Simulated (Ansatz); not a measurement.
Geometry optimisation, Ansatz 0.2.0, UKS BHLYP-D4/def2-SVP.

Input file:

```yaml
crystal:
  periodic: [false, false, false]
  atoms:
    - { symbol: Sn, position_ang: [0.642378, 0.409237, 0.686279] }
    - { symbol: F, position_ang: [-1.660559, -0.559202, -1.395904] }
    - { symbol: O, position_ang: [0.992536, -1.154678, -0.213701] }
    - { symbol: H, position_ang: [-0.937813, -1.111044, -1.386797] }
    - { symbol: H, position_ang: [1.095835, 1.948518, 0.103509] }
    - { symbol: H, position_ang: [-0.132376, 0.467169, 2.206615] }
magnetization:
  spin_polarized: true
basis:
  gaussian: { orbitals: def2-SVP }
hamiltonian:
  xc: { name: BHLYP }
  dispersion: d4
relax:
  f_tol: 0.03
  max_steps: 50
```

Command:

```bash
$ ansatz run input.yaml --threads 2 --pin off --max-ram 3072MiB --backend cpu --events-out ev --progress --plain --runs-dir out
```

Where does it end, and by what steps?

The forces met the threshold. The force dipped under the threshold on the way, but the program's further checks kept it going. After 23 steps the energy has fallen by 2.934 eV; F2 moved furthest, 1.42 Å. Parted: F2–H4. Joined: Sn1–F2, O3–H4.

```tsv
step	energy less start (eV)	largest force component (eV/Å)	accepted
0	0.0000	0.945	yes
1	-0.1850	0.896	yes
2	-0.2811	0.230	yes
3	-0.3515	0.508	yes
4	-0.4656	0.480	yes
5	-0.6574	2.102	yes
6	-1.4485	2.902	yes
7	-1.4857	9.923	yes
8	-2.1569	2.584	yes
9	-2.6404	0.818	yes
10	-2.8222	0.849	yes
11	-2.8842	0.635	yes
12	-2.8947	0.594	yes
13	-2.9328	0.100	yes
14	-2.9334	0.044	yes
15	-2.9335	0.010	yes
16	-2.9335	0.007	yes
17	-2.9335	0.010	yes
18	-2.9336	0.010	yes
19	-2.9337	0.011	yes
20	-2.9338	0.013	yes
21	-2.9339	0.019	yes
22	-2.9340	0.023	yes
23	-2.9342	0.027	yes
```

```xyz
6
Properties=species:S:1:pos:R:3
Sn 0.038 0.417 0.300
F -1.664 0.608 -0.588
O 0.780 -1.213 -0.495
H 0.153 -1.728 -1.002
H 1.000 1.734 -0.158
H -0.308 0.182 1.943
```

Whether the end is a true minimum wasn't checked by a vibrational analysis.

Time of the run: 52 s on 2 threads of Arm Neoverse V2, on a shared host, peak memory 0.18 GiB.
